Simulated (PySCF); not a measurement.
C3H2F3, SMILES C=C(F)[C](F)F, multiplicity 2.

Coordinates come from a B3LYP-D3(BJ)/def2-SVP optimisation. The isomer is the one that the SMILES or the coordinates give; other isomers of the formula were not compared. One conformer was computed; it need not be the lowest.

These are TDA-PBE0/def2-SVPD run with PySCF values and carry that method's errors.

Vertical excitations. 

Computed excitation energies, oscillator strengths and character:
| state | energy (eV) | λ (nm) | f | main pairs |
|---|---|---|---|---|
| root 1 | 3.99 | 310 | 0.014 | α HOMO→LUMO+1 27 %, β HOMO→LUMO 72 % |
| root 2 | 5.14 | 241 | 0.000 | α HOMO→LUMO 95 % |
| root 3 | 5.76 | 215 | 0.001 | α HOMO→LUMO+2 62 %, α HOMO→LUMO+3 28 % |
| root 4 | 6.24 | 199 | 0.014 | α HOMO→LUMO+3 63 %, α HOMO→LUMO+2 32 % |
| root 5 | 6.38 | 194 | 0.420 | α HOMO→LUMO+1 62 %, β HOMO→LUMO 21 %, β HOMO→LUMO+4 7 % |
| root 6 | 7.14 | 174 | 0.000 | α HOMO→LUMO+4 85 %, β HOMO−2→LUMO 8 % |
| root 7 | 7.20 | 172 | 0.070 | α HOMO−1→LUMO+1 44 %, β HOMO→LUMO+4 42 % |
| root 8 | 7.26 | 171 | 0.000 | β HOMO−1→LUMO 93 % |
| root 9 | 7.35 | 169 | 0.008 | β HOMO→LUMO+1 70 %, β HOMO→LUMO+2 13 % |
| root 10 | 7.44 | 167 | 0.000 | α HOMO→LUMO+4 7 %, β HOMO−2→LUMO 85 % |
Unrestricted roots are not spin-pure.
